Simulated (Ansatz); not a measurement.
Cost and result up the ladder for `CN(C)c1ccc(-c2ccc(-c3ccc(-c4ccc(-c5ccc(-c6ccc(C#N)cc6)cc5)cc4)cc3)cc2)cc1` (71 atoms). The state is a singlet with charge 0. Geometry: r2SCAN-D4/def2-SVP.

Cartesian coordinates in Å:
```
C -11.759 3.165 4.555
N -10.510 3.755 4.977
C -10.500 4.793 5.982
C -9.325 3.327 4.419
C -8.078 3.864 4.830
C -6.889 3.428 4.258
C -6.857 2.438 3.256
C -5.589 1.983 2.657
C -5.426 0.660 2.198
C -4.229 0.230 1.631
C -3.131 1.101 1.493
C -1.862 0.646 0.889
C -1.403 -0.675 1.056
C -0.206 -1.103 0.488
C 0.591 -0.231 -0.279
C 1.860 -0.684 -0.883
C 2.678 -1.633 -0.241
C 3.877 -2.056 -0.809
C 4.314 -1.554 -2.049
C 5.586 -2.002 -2.652
C 6.696 -2.335 -1.852
C 7.895 -2.756 -2.419
C 8.043 -2.860 -3.816
C 9.317 -3.302 -4.419
C 9.749 -2.789 -5.659
C 10.947 -3.201 -6.232
C 11.756 -4.148 -5.573
C 12.989 -4.575 -6.156
N 13.995 -4.924 -6.632
C 11.337 -4.669 -4.333
C 10.136 -4.249 -3.771
C 6.934 -2.526 -4.618
C 5.734 -2.109 -4.049
C 3.495 -0.607 -2.694
C 2.299 -0.181 -2.124
C 0.132 1.090 -0.448
C -1.063 1.518 0.124
C -3.291 2.423 1.951
C -4.488 2.852 2.518
C -8.098 1.906 2.855
C -9.300 2.332 3.410
H -12.582 3.610 5.128
H -11.779 2.072 4.725
H -11.961 3.338 3.480
H -11.532 5.021 6.278
H -9.945 4.491 6.890
H -10.041 5.727 5.606
H -8.035 4.621 5.615
H -5.949 3.850 4.626
H -6.250 -0.051 2.305
H -4.149 -0.799 1.270
H -1.989 -1.375 1.659
H 0.110 -2.141 0.625
H 2.377 -2.032 0.732
H 4.479 -2.807 -0.289
H 6.629 -2.224 -0.766
H 8.749 -2.968 -1.769
H 9.147 -2.033 -6.168
H 11.274 -2.787 -7.189
H 11.956 -5.412 -3.824
H 9.810 -4.684 -2.823
H 7.001 -2.635 -5.704
H 4.880 -1.898 -4.699
H 3.812 -0.182 -3.651
H 1.679 0.544 -2.660
H 0.735 1.800 -1.022
H -1.396 2.547 -0.042
H -2.454 3.123 1.878
H -4.580 3.892 2.845
H -8.129 1.156 2.059
H -10.229 1.894 3.043
```

Ansatz on 2 threads of AMD EPYC 7R13 on a shared host and a share (18 GiB) of an NVIDIA H100 80GB HBM3. Times are rough, and most runs start from the orbitals of an earlier one. PBE0-D4/def2-SVP serves as the yardstick here, not as an exact answer. Differences are given only for rows in sets of like size (and for xTB, whose basis is part of the method), since another set adds its own error. Binding counts from free atoms at the same level (C triplet, N quartet, H doublet; other spins of the atoms weren't run), without zero-point energy or a counterpoise term.

Single mean-field runs in def2-SVP, def2-mTZVP are fitted with def2-universal-jkfit.

| level | functions | wall time | binding energy per atom (eV) | difference from PBE0-D4/def2-SVP (eV) |
| --- | --- | --- | --- | --- |
| HF/STO-3G | 235 | 5.5 s | 4.41 | – |
| LDA (SPW92)/def2-SVP | 724 | 9.5 s | 6.18 | 0.75 |
| PBE-D4/def2-SVP | 724 | 10 s | 5.54 | 0.12 |
| HF/def2-SVP (with forces) | 724 | 12 s | 3.93 | -1.50 |
| PBE0-D4/def2-SVP | 724 | 14 s | 5.43 | 0.00 |
| r2SCAN-D4/def2-mTZVP | 869 | 16 s | 5.23 | – |
| r2SCAN-D4/def2-SVP (with forces) | 724 | 17 s | 5.35 | -0.07 |
| r2SCANh-D4/def2-SVP | 724 | 21 s | 5.32 | -0.11 |
